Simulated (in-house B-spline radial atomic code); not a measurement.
RPA and G0W0 for Se II (Se+), [Ar] 3d10 4s2 4p3, highest spin, as one setting changes: the radius of a hard wall (bohr). Start: PBE. A dash marks a level of low quasi-particle weight. Computed with an all-electron radial atomic-structure program (B-spline basis): all electrons, non-relativistic, point nucleus, each spin shell either full or empty, empty states to l = 9 with an (l + 1/2)⁻⁴ tail; G0W0 by contour deformation at full frequency.

```json
{"radius of a hard wall (bohr)": "2", "mean-field level (eV)": "44.15", "G0W0 level (eV)": "4p up 34.73", "RPA correlation (Eh)": "-2.5502"}
{"radius of a hard wall (bohr)": "2.5", "mean-field level (eV)": "?", "G0W0 level (eV)": "?", "RPA correlation (Eh)": "?"}
{"radius of a hard wall (bohr)": "3", "mean-field level (eV)": "-4.572", "G0W0 level (eV)": "4p up -11.531", "RPA correlation (Eh)": "-2.4541"}
{"radius of a hard wall (bohr)": "3.5", "mean-field level (eV)": "-10.718", "G0W0 level (eV)": "4p up -17.035", "RPA correlation (Eh)": "-2.4317"}
{"radius of a hard wall (bohr)": "4", "mean-field level (eV)": "?", "G0W0 level (eV)": "?", "RPA correlation (Eh)": "?"}
{"radius of a hard wall (bohr)": "5", "mean-field level (eV)": "-15.769", "G0W0 level (eV)": "4p up -21.108", "RPA correlation (Eh)": "-2.4104"}
{"radius of a hard wall (bohr)": "6", "mean-field level (eV)": "-16.275", "G0W0 level (eV)": "4p up -21.362", "RPA correlation (Eh)": "-2.4082"}
{"radius of a hard wall (bohr)": "8", "mean-field level (eV)": "-16.411", "G0W0 level (eV)": "4p up -21.358", "RPA correlation (Eh)": "-2.4074"}
{"radius of a hard wall (bohr)": "12", "mean-field level (eV)": "-16.416", "G0W0 level (eV)": "4p up -21.349", "RPA correlation (Eh)": "-2.4071"}
```

Problem. What belongs in the row for 4?

Solution. mean-field level (eV): -13.642; G0W0 level (eV): 4p up -19.514; RPA correlation (Eh): -2.4196.

Problem. What belongs in the row for 2.5?

Solution. mean-field level (eV): 9.189; G0W0 level (eV): 4p up 1.278; RPA correlation (Eh): -2.492.
